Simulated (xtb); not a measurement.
C₆H₁₂O₃, singlet, from a rough starting geometry; GFN2-xTB (xtb).

Here is a job for xtb.
```
$ xtb mol.xyz --gfn 2 --opt vtight --json

# file mol.xyz
21

C      3.14444168     1.08436504     0.25598091
O      2.17695101     0.08670106     0.47996665
C      0.90684480     0.31088968    -0.03914673
C     -0.03385311    -0.73007067     0.35030034
C      0.42112938    -2.11946632    -0.09054366
O     -1.31935498    -0.44432940    -0.27510807
C     -2.14128822     0.44248176     0.32575189
C     -3.39340727     0.60108077    -0.43547554
O     -1.77425692     1.09735693     1.28376309
H      2.81042279     2.06629487     0.62056665
H      3.36482016     1.16087659    -0.84328209
H      4.01524497     0.76309766     0.72706005
H      1.02692034     0.46418479    -1.20070646
H      0.54146000     1.37226313     0.23649032
H     -0.13352659    -0.73503145     1.45504033
H     -0.36176877    -2.86105776     0.15195967
H      0.49653525    -2.09738751    -1.26918252
H      1.34276116    -2.32329747     0.30888893
H     -3.23917730     0.85169317    -1.46746532
H     -4.07105574     1.29878999     0.07609788
H     -3.90543525    -0.43672812    -0.47503092
```

It wrote (shortened):

```
   ID    Z sym.   atoms
    1    6 C      1, 3-5, 7, 8
    2    8 O      2, 6, 9
    3    1 H      10-21

           -------------------------------------------------
          |                Calculation Setup                |
           -------------------------------------------------

           -------------------------------------------------
          |                 G F N 2 - x T B                 |
           -------------------------------------------------

          ...................................................
          :                      SETUP                      :
          :.................................................:
          :  # basis functions                  48          :
          :  # atomic orbitals                  48          :
          :  # shells                           30          :
          :  # electrons                        54          :
          :  max. iterations                   250          :
          :  Hamiltonian                  GFN2-xTB          :
          :  restarted?                      false          :
          :  GBSA solvation                  false          :
          :  PC potential                    false          :
          :  electronic temp.          300.0000000     K    :
          :  accuracy                    1.0000000          :
          :  -> integral cutoff          0.2500000E+02      :
          :  -> integral neglect         0.1000000E-07      :
          :  -> SCF convergence          0.1000000E-05 Eh   :
          :  -> wf. convergence          0.1000000E-03 e    :
          :  Broyden damping             0.4000000          :
          :  net charge                          0          :
          :  unpaired electrons                  0          :
          ...................................................

 iter      E             dE          RMSdq      gap      omega  full diag
   1    -31.3646468 -0.313646E+02  0.438E+00    5.63       0.0  T
   2    -31.4461198 -0.814730E-01  0.227E+00    4.41       1.0  T
   3    -31.4492738 -0.315401E-02  0.123E+00    4.69       1.0  T
   4    -31.4529179 -0.364407E-02  0.197E-01    4.32       1.0  T
   5    -31.4532405 -0.322568E-03  0.806E-02    4.42       1.0  T
   6    -31.4532448 -0.434126E-05  0.259E-02    4.44       1.0  T
   7    -31.4532473 -0.250843E-05  0.802E-03    4.44       2.7  T
   8    -31.4532475 -0.169048E-06  0.228E-03    4.44       9.6  T
[...]
 * total energy  :   -31.1732383 Eh     change       -0.7928521E-05 Eh
 * total energy  :   -31.1732419 Eh     change       -0.3578944E-05 Eh
 * total energy  :   -31.1732431 Eh     change       -0.1286877E-05 Eh
 * total energy  :   -31.1732438 Eh     change       -0.6416397E-06 Eh
 * total energy  :   -31.1732437 Eh     change        0.1206779E-06 Eh
 * total energy  :   -31.1732440 Eh     change       -0.3817713E-06 Eh
 * total energy  :   -31.1732442 Eh     change       -0.1451542E-06 Eh
 * total energy  :   -31.1732442 Eh     change        0.2346669E-07 Eh
 * total energy  :   -31.1732443 Eh     change       -0.1581226E-06 Eh
 * total energy  :   -31.1732443 Eh     change        0.1643858E-08 Eh
 * total energy  :   -31.1732444 Eh     change       -0.1128955E-06 Eh
 * total energy  :   -31.1732445 Eh     change       -0.9336127E-07 Eh
   *** GEOMETRY OPTIMIZATION CONVERGED AFTER 20 ITERATIONS ***
         :: total energy             -31.173244527696 Eh    ::
[...]
     1   6 C    3.950 --     2 O    0.994    12 H    0.980    11 H    0.977
                            10 H    0.977
     2   8 O    2.072 --     1 C    0.994     3 C    0.990
     3   6 C    3.958 --     2 O    0.990     4 C    0.979    13 H    0.966
                            14 H    0.966
     4   6 C    3.927 --     5 C    1.008     3 C    0.979    15 H    0.959
                             6 O    0.928
     5   6 C    3.990 --     4 C    1.008    16 H    0.985    17 H    0.984
                            18 H    0.980
     6   8 O    2.301 --     7 C    1.130     4 C    0.928     9 O    0.172
     7   6 C    3.916 --     9 O    1.757     6 O    1.130     8 C    0.985
     8   6 C    3.991 --     7 C    0.985    20 H    0.983    19 H    0.965
                            21 H    0.964
     9   8 O    2.040 --     7 C    1.757     6 O    0.172
    10   1 H    0.999 --     1 C    0.977
    11   1 H    0.999 --     1 C    0.977
    12   1 H    0.996 --     1 C    0.980
    13   1 H    0.999 --     3 C    0.966
    14   1 H    0.999 --     3 C    0.966
    15   1 H    0.996 --     4 C    0.959
    16   1 H    0.997 --     5 C    0.985
    17   1 H    0.997 --     5 C    0.984
    18   1 H    0.994 --     5 C    0.980
    19   1 H    0.994 --     8 C    0.965
    20   1 H    0.994 --     8 C    0.983
    21   1 H    0.994 --     8 C    0.964
 ---------------------------------------------------------------------------

Topologies differ in total number of bonds
Writing topology from bond orders to xtbtopo.mol

molecular dipole:
                 x           y           z       tot (Debye)
 q only:        0.087      -0.296      -0.872
   full:        0.023      -0.158      -1.043       2.682
molecular quadrupole (traceless):
                xx          xy          yy          xz          yz          zz
 q only:        6.683       3.178      -0.675       3.799      -3.135      -6.008
  q+dip:        5.122       4.440      -0.668       2.827      -3.920      -4.454
   full:        5.943       4.830      -0.475       2.976      -4.518      -5.468

optimized geometry written to: xtbopt.xyz

           -------------------------------------------------
          | TOTAL ENERGY              -31.173244527696 Eh   |
          | GRADIENT NORM               0.000077344029 Eh/α |
          | HOMO-LUMO GAP               4.781586986337 eV   |
           -------------------------------------------------
```
